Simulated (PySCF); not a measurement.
H7NO2Si2, SMILES N[Si@H](O)O[SiH3]. Atoms are numbered in the order given.

```xyz
12

N     -2.1477     0.7061     0.5750
Si    -0.9575    -0.0878    -0.3681
O     -0.6331    -1.5841     0.2783
O      0.5323     0.6317    -0.3904
Si     2.0819     0.2404     0.0651
H     -1.9830     0.9145     1.5541
H     -2.7269     1.4179     0.1445
H     -1.4817    -0.1233    -1.7563
H     -1.3960    -2.0920     0.5677
H      2.1563    -0.0266     1.5334
H      2.5768    -0.9576    -0.6754
H      2.9534     1.4071    -0.2559
```
Charge 0, spin multiplicity 1.

Coordinates come from a PBE0-D3(BJ)/def2-SVP optimisation. The structure was generated by enumeration; whether it is a known compound was not checked. Other conformers were not sampled.

Two levels are set side by side: PBE/pcSseg-1 (PySCF) and PBE0/pcSseg-1 (PySCF). GIAO shifts against H2O (¹⁷O), NH3 (¹⁵N), TMS (²⁹Si), TMS (¹H) at the same level; non-relativistic, no solvent, atoms listed together averaged. Differences are taken from unrounded values.

```json
[
 {"quantity": "δ(¹⁵N) of N1 (ppm)", "PBE0": "39.1"},
 {"quantity": "δ(²⁹Si) of Si2 (ppm)", "PBE0": "-42.9"},
 {"quantity": "δ(¹⁷O) of O3 (ppm)", "PBE0": "54.0"},
 {"quantity": "δ(¹⁷O) of O4 (ppm)", "PBE0": "47.6"},
 {"quantity": "δ(²⁹Si) of Si5 (ppm)", "PBE0": "-39.5"},
 {"quantity": "δ(¹H) of H8 (ppm)", "PBE0": "4.79"},
 {"quantity": "δ(¹H) of H9 (ppm)", "PBE0": "1.60"}
]
```

Task: What does PBE give, and how far is it from PBE0? (The exact figures need the calculation; the answer reports its results.)

Result: 
| quantity | PBE | PBE minus PBE0 |
|---|---|---|
| δ(¹⁵N) of N1 (ppm) | 44.2 | 5.1 |
| δ(²⁹Si) of Si2 (ppm) | -44.4 | -1.5 |
| δ(¹⁷O) of O3 (ppm) | 62.9 | 8.9 |
| δ(¹⁷O) of O4 (ppm) | 57.8 | 10.2 |
| δ(²⁹Si) of Si5 (ppm) | -41.9 | -2.5 |
| δ(¹H) of H8 (ppm) | 5.06 | 0.27 |
| δ(¹H) of H9 (ppm) | 1.49 | -0.11 |

Rough cost on one machine, each run with all the roots and properties that it gave: PBE0 against PBE within a factor of 2.
